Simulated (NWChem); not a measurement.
MgF₂; SMILES [F][Mg][F]

All runs: NWChem. Pople sets run with spherical d functions. The geometry was optimised at B3LYP/6-31G* (spherical d). Total energies compare along this basis series because the functional is fixed.

```json
[
 {"level": "B3LYP/STO-3G", "basis functions": "19", "energy (Ha)": "-394.3795", "highest occupied level (eV)": "-1.91", "orbital gap (eV)": "8.27"},
 {"level": "B3LYP/3-21G", "basis functions": "31", "energy (Ha)": "-397.6352", "highest occupied level (eV)": "-8.12", "orbital gap (eV)": "6.42"},
 {"level": "B3LYP/6-31G*", "basis functions": "46", "energy (Ha)": "-399.8867", "highest occupied level (eV)": "-9.39", "orbital gap (eV)": "7.52"},
 {"level": "B3LYP/6-31+G*", "basis functions": "58", "energy (Ha)": "-399.9136", "highest occupied level (eV)": "-10.07", "orbital gap (eV)": "7.90"},
 {"level": "B3LYP/6-311G**", "basis functions": "62", "energy (Ha)": "-399.9705", "highest occupied level (eV)": "-9.72", "orbital gap (eV)": "7.70"},
 {"level": "B3LYP/6-311++G**", "basis functions": "74", "energy (Ha)": "-399.9841", "highest occupied level (eV)": "-10.11", "orbital gap (eV)": "7.91"}
]
```
